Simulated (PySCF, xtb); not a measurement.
Os(CO)3 (C3O3Os), SMILES [O+]#[C-]->[Os](<-[C-]#[O+])<-[C-]#[O+], multiplicity 1.

GFN2-xTB in xtb 6.7.1 at its own geometry gives an orbital gap of 0.97 eV and a dipole moment of 4.63 D.

Geometry: PBE0-D3(BJ)/def2-SVP. The multiplicity is an assumed one; other spin states were not compared. The def2 effective core potentials stand for the cores of Os; spin–orbit coupling is left out.

Q: What does ωB97X/def2-TZVP (PySCF) give? (The exact figures need the calculation; the answer reports its results.)

A: gap 7.37 eV (levels -8.68 and -1.31 eV), dipole 2.78 D.
